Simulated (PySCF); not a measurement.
How methods differ on the electron affinity of Hf

Hf⁻ [Xe] 4f14 5d3 6s2 (4F) → Hf [Xe] 4f14 5d2 6s2 (3F), as a difference of total energies. Calculation: PySCF 2.14, in aug-cc-pVTZ-PP with ECP60MDF (6s6p5d3f2g, 88 functions); a scalar-relativistic core potential. Correlated levels: valence: 5s2 5p6 frozen. The calculations carry no spin-orbit coupling.

| method | electron affinity (eV) |
| --- | --- |
| UHF | -1.052 |
| MP2 (valence) | -0.814 |
| SCS-MP2 (valence) | -1.168 |
| CCSD (valence) | -0.418 |
| CCSD(T) (valence) | -0.280 |

The configuration of this anion was assumed by filling the next shell in order. It is not the known or likely ground configuration (Ca⁻, Sr⁻ and Ba⁻, for instance, bind a p electron), so these values are not the electron affinity of the element.

A negative affinity means that the anion lies above the atom at that level of theory.

The coupled-cluster amplitudes are large for Hf⁻ (T1 above 0.03 or a double amplitude above 0.15), so a single reference is strained.
